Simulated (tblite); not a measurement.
Computed with GFN2-xTB (tblite): harmonic, unscaled wavenumbers at the GFN2-xTB geometry, gas phase. Against measured fundamentals such values can be off by several per cent, at times by over 20. Modes of hydrogen on phosphorus and silicon can be 10 to 20 % off. One conformer each. Thermal functions are those of the rigid rotor and harmonic oscillator, without mixing of conformers.

Task: Order these by their zero-point energy, highest first (kcal/mol).
A. `C=C=CC(C)(C)F`
B. `C[C@H](CO)C1CCC1`
C. `O=S(=O)(Cl)c1ccccc1F`
D. `[SiH2]1[C@@](C(F)F)(C=CO1)[SiH3]`
E. `C1C[PH+](C2CC2)CCS1`
F. `C=CO[Si@](O)([SiH3])OC=O`

Result: B (124.0), E (119.9), A (81.1), F (67.4), D (66.3), C (56.5).

| SMILES | atoms | mass (u) | symmetry number | modes under 300 cm⁻¹ | ZPE (kcal/mol) | S translation (cal/(mol K)) | S rotation | S vibration | S | Cp |
| --- | --- | --- | --- | --- | --- | --- | --- | --- | --- | --- |
| C[C@H](CO)C1CCC1 | 22 | 114.10 | 1 | 6 | 124.0 | 38.2 | 27.4 | 15.6 | 81.1 | 25.7 |
| C1C[PH+](C2CC2)CCS1 | 23 | 161.06 | 1 | 9 | 119.9 | 39.2 | 28.6 | 21.9 | 89.7 | 29.4 |
| C=C=CC(C)(C)F | 16 | 100.07 | 1 | 6 | 81.1 | 37.8 | 26.5 | 14.9 | 79.1 | 24.9 |
| C=CO[Si@](O)([SiH3])OC=O | 17 | 164.00 | 1 | 11 | 67.4 | 39.2 | 29.0 | 31.1 | 99.4 | 36.4 |
| FC(F)[C@@]1([SiH3])C=CO[SiH2]1 | 17 | 166.01 | 1 | 7 | 66.3 | 39.3 | 28.6 | 20.0 | 87.9 | 31.2 |
| O=S(=O)(Cl)c1ccccc1F | 15 | 193.96 | 1 | 7 | 56.5 | 39.7 | 29.5 | 18.6 | 87.8 | 29.2 |

Entropies and Cp are for 200 K and 1 bar.
